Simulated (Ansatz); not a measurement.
The same path of BBrF2 + H4Si (9 atoms, charge 0, multiplicity 1) was run 3 times with different band settings. Lost on the way: B1–Br2, H5–Si6. Made: B1–Si6, Br2–H5.

These are results of RKS B3LYP-D4/def2-SVP (Ansatz 0.2.0), not measurements.

Relaxed end points:

```xyz
9
Properties=species:S:1:pos:R:3
B -1.499 -0.797 -1.086
Br -0.901 -0.769 -2.901
F -1.655 -1.933 -0.449
F -1.778 0.327 -0.460
H 1.068 -0.440 -0.044
Si 1.164 0.640 0.983
H 2.540 0.635 1.557
H 0.169 0.381 2.060
H 0.891 1.955 0.339
```

```xyz
9
Properties=species:S:1:pos:R:3
B -1.174 -0.319 0.164
Br 0.599 -0.391 -2.646
F -1.212 -1.644 0.155
F -2.232 0.301 -0.335
H 1.306 -1.462 -2.018
Si 0.385 0.692 0.998
H 1.641 -0.102 0.869
H 0.120 0.900 2.456
H 0.567 2.025 0.357
```

Common settings: spring 5.0 eV/Å²; optimiser quadratic models (default); start path through a guess of the saddle point; force threshold 0.05 eV/Å; end points relaxed.

| run | movable images | climbing image | iteration limit |
| --- | --- | --- | --- |
| 1 | 7 | yes | 56 |
| 2 | 4 | no | 60 |
| 3 | 4 | no | 60 |

(1) What does each run give, and how far can it be trusted?

Results:

(1) Run 1: converged after 32 iterations, highest image 1.892 eV above the first end. Neighbouring images differ by up to 1.4 eV, so the band resolves the path poorly. A vibrational analysis at the climbing image gives one clearly imaginary mode, 773i cm⁻¹: a first-order saddle point.
Run 2: converged after 35 iterations, highest image 0.961 eV above the first end. The profile has 2 maxima (images 2, 4) with wells between them (image 3): this band takes more than one step, which may be the mechanism or a detour left from its start path. No image climbed, so the highest image needn't sit at the top of the path. A band with more images between the same ends climbed to 1.89 eV, so this one has probably stepped over the top.
Run 3: converged after 35 iterations, highest image 0.961 eV above the first end. The profile has 2 maxima (images 2, 4) with wells between them (image 3): this band takes more than one step, which may be the mechanism or a detour left from its start path. No image climbed, so the highest image needn't sit at the top of the path. A band with more images between the same ends climbed to 1.89 eV, so this one has probably stepped over the top.
The orbitals stay closed-shell, which can raise the energy where a bond breaks towards radicals; this wasn't checked here.
